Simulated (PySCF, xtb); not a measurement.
C4H4BNO, SMILES C#C[C@@H]1N=CB1O.

GFN2-xTB (xtb) at its own geometry gives an orbital gap of 2.75 eV and a dipole moment of 2.77 D.

Geometry: PBE0-D3(BJ)/def2-SVP. The structure was generated by enumeration; whether it is a known compound was not checked. The values are those of a single conformer.

Question: What does M06-2X/def2-TZVP in PySCF give? (The exact figures need the calculation; the answer reports its results.)

Answer: gap 7.95 eV (levels -8.54 and -0.59 eV), dipole 2.25 D.
